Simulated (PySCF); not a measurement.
# What a mistake does to a calculation on BClHOSi cation

Calculated results; nothing here was measured. The program is PySCF 2.14.0, an open-source quantum chemistry code, run on an isolated molecule that a program drew, which may never have been made. The molecule is BClHOSi cation (charge +1, singlet), drawn as the SMILES string `O=[SiH][B+]Cl`.

Each row is a Hartree-Fock (HF) and frozen-core CCSD(T) single point in the cc-pV(D+d)Z basis, meant for a local HF minimum. Run 1 is clean. Each other run has one planted mistake out of seven kinds, and not every kind appears here: one electron removed, one electron added, multiplicity raised by two, geometry at a saddle point, minimal basis STO-3G, one bond length entered in bohr, all coordinates scaled. The reference is restricted for singlets and unrestricted otherwise, and also for a bond in bohr. Adding or removing an electron swaps singlet and doublet. Electrons count all cores. HOMO and LUMO are orbital energies over both spins, the gradient is its largest component, and the lowest frequency (negative if imaginary) is given only where the gradient is small. Bond lengths are over the 4 bonds as drawn. T1 is the CCSD diagnostic: over 0.02 (restricted) or 0.045 (unrestricted) a single reference is doubtful.

Geometry of the clean run:
```xyz
5
BClHOSi cation, angstrom
O    -0.1197    1.3588    2.7650
Si   -0.4862    0.3157    1.7722
B     1.3415   -0.3008    1.0217
Cl    2.8667   -0.6094    0.5992
H    -1.6679   -0.3392    1.2253
```

```
run  electrons  basis functions  <S^2>  HOMO (eV)  LUMO (eV)  gradient (hartree/bohr)  lowest frequency (cm^-1)  mean bond (Å)  longest bond (Å)      T1  HF (hartree)  CCSD(T) (hartree)                 mistake
  1         44               79  0.000     -17.53      -5.94                  3.2e-05                        97         1.6564             2.070  0.0265    -848.26389         -848.78818                no fault
  2         45               79  0.774      -7.63       1.28                  1.0e-01                         -         1.6564             2.070  0.0237    -848.51196         -849.03574      one electron added
  3         44               79  0.000     -17.44      -5.99                  3.2e-02                         -         1.6962             2.119  0.0281    -848.26028         -848.78966  all coordinates scaled
  4         43               79  0.762     -25.54     -12.28                  9.8e-02                         -         1.6564             2.070  0.0298    -847.73799         -848.20500                       ?
```

**Which mistake was planted in run 4, and what did it cost?**

It counts 43 electrons, one fewer than the clean run, at the same geometry and basis. So the mistake is: one electron removed. Subtracting run 1 and multiplying by 627.51 kcal/mol a hartree, the energy moved by 330.0 kcal/mol in HF and 366.0 kcal/mol in CCSD(T).

Cautions from the logs. Run 1: T1 is over the limit, so its CCSD(T) energy is less reliable; run 3: T1 is over the limit, so its CCSD(T) energy is less reliable.
